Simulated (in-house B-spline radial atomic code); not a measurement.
The numbers below are computed, except where a source is named.
Softness against transferability: the 2s channel of Al

Al, [Ne] 3s2 3p1, non-relativistic LDA (VWN5), spherical and spin-unpolarised, from a B-spline radial code for spherical atoms (atomic units). The all-electron 2s level is ε = -3.934827 hartree, its outermost node lies just inside 0.17 bohr and its outer maximum at 0.50 bohr.

Troullier-Martins pseudo-orbitals are made for several radii. The cutoffs (hartree) are the plane-wave energies beyond which the orbital holds less than the named kinetic energy per electron. The phase error is the difference, pseudo minus all-electron, of arctan(R P'/P) at R = 1.0 bohr for all radii, half a hartree below and above the level.

```tsv
r_c (bohr)	V_l(0) (hartree)	cutoff for 10 mEh	for 1 mEh	for 0.1 mEh	phase error at ε − 0.5 (mrad)	at ε + 0.5 (mrad)
0.38	0.06	206	> 450	> 450	-0.3	-0.1
0.44	14.94	103	258	440	-0.2	-0.1
0.5	11.25	98.6	243	425	-0.3	-0.1
0.57	4.34	85	203	347	-0.4	-0.1
0.63	-0.19	72	170	279	-0.7	-0.2
0.7	-3.75	59.6	136	178	-1.3	-0.4
```

Question: Which radius needs the lowest cutoff for 1 mEh while both phase errors stay within 0.5 mrad?

Answer: The radii within that limit are 0.38, 0.44, 0.5, 0.57 bohr; of these r_c = 0.57 needs the least, 203 hartree, that is 406 Ry or 5524 eV.
